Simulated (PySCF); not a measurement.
**Potential energy of Te₂⁺ along the bond**

Set-up: PySCF, scalar-relativistic core potentials, basis sets Te cc-pVDZ-PP with ECP28. Energies in eV from Te⁺ + Te in their ground configurations at the same level. All curves are PBE0. state 1: ²Πg (doublet), unpaired electrons π ↑; state 2: ⁴Πu (quartet), unpaired electrons π ↑↑↑, a second solution, started from another occupation; state 3: Ms = 0.5 determinant of mixed spin (⟨S²⟩ near 1.8), unpaired electrons π ↑↑↓, a mixture of terms (⟨Lz²⟩ = 3.0), a second solution, started from another occupation; state 4: ⁶Σu⁺ (sextet), unpaired electrons σ ↑, π ↑↑↑↑, a second solution, started from another occupation.

```
R (Å)  state 1  state 2  state 3  state 4
2.161   -1.480    1.181    1.557    8.294
2.262   -2.498   -0.368    0.009    5.747
2.362   -3.024   -1.369   -0.991    3.825
2.438   -3.189   -1.856   -1.478    2.700
2.513   -3.211   -2.173   -1.794    1.791
2.588   -3.128   -2.358   -1.978    1.058
2.689   -2.903   -2.453   -2.073    0.301
2.815   -2.506   -2.401   -2.020   -0.375
2.965   -1.947   -2.186   -1.805   -0.898
3.166   -1.174   -1.773   -1.392   -1.274
```

**Question.** Put a parabola through the three lowest points of the state 1 curve and estimate Re, k and ωe (reduced mass 64.95 u; 1 eV/Å² = 0.16022 mdyn/Å; ωe = 1302.8·√(k/μ) cm⁻¹).

**Answer.** Through R = 2.438, 2.513, 2.588 Å the second-order coefficient is 9.33 eV/Å², so Re ≈ 2.491 Å, k ≈ 2.99 mdyn/Å and ωe ≈ 280 cm⁻¹. A polynomial fit of higher order to the unrounded PBE0 energies gives Re = 2.488 Å, k = 3.26 mdyn/Å, ωe = 292 cm⁻¹; anharmonicity and rounding make the difference.

The higher-order fit for each curve: state 1: Re = 2.488 Å, ωe = 292 cm⁻¹, De = 3.22 eV; state 2: Re = 2.710 Å, ωe = 217 cm⁻¹, minimum 2.46 eV below the ground-state fragments; state 3: Re = 2.709 Å, ωe = 217 cm⁻¹, minimum 2.08 eV below the ground-state fragments; state 4: Re = 3.532 Å, ωe = 86.5 cm⁻¹, minimum 1.46 eV below the ground-state fragments.

Spin–orbit coupling is left out, which matters for elements this heavy, above all for dissociation energies. The state was picked by a PBE0 search and need not be the measured ground state.
